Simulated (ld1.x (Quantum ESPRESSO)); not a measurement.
Reading a pseudo-wave (zinc)

Columns: radius, all-electron u(r) and pseudo u(r) of the 4s shell (level -5.98 eV) of zinc in the configuration [Ar] 3d10 4s2 4p0; PBE, scalar-relativistic, TM scheme, ld1.x (Quantum ESPRESSO) 7.5.

```
r (bohr)  all-electron   pseudo
   0.113       -0.1337  -0.0217
   0.225       -0.0893  -0.0441
   0.338        0.1334  -0.0683
   0.450        0.2619  -0.0949
   0.563        0.2658  -0.1252
   0.675        0.1866  -0.1597
   0.788        0.0670  -0.1996
   0.900       -0.0621  -0.2448
   1.013       -0.1867  -0.2960
   1.125       -0.2969  -0.3512
   1.238       -0.3915  -0.4097
   1.350       -0.4686  -0.4674
   1.463       -0.5305  -0.5220
   1.575       -0.5777  -0.5691
   1.688       -0.6127  -0.6071
   1.800       -0.6366  -0.6340
   1.913       -0.6515  -0.6507
   2.025       -0.6585  -0.6584
   2.138       -0.6591  -0.6591
   2.250       -0.6542  -0.6542
   2.363       -0.6449  -0.6449
   2.475       -0.6321  -0.6321
   2.588       -0.6163  -0.6163
   2.700       -0.5984  -0.5984
   2.813       -0.5786  -0.5786
   2.925       -0.5578  -0.5578
```

How many radial nodes do the two functions have?

The all-electron 4s function has n − l − 1 = 3 (the table is too coarse to show those close to the nucleus); the pseudo-wave has 0, since the states of the same l below it are removed with the core.

At about which radius was the pseudo-wave matched?

2.25 bohr. The columns agree to 0.0005 from 2.02 bohr on; several derivatives are matched, so the curves merge somewhat inside the radius.

Is the pseudo-wave norm-conserving?

Yes: the TM scheme keeps the norm inside the radius equal to the all-electron one, which fixes the energy derivative of the logarithmic derivative at the level.
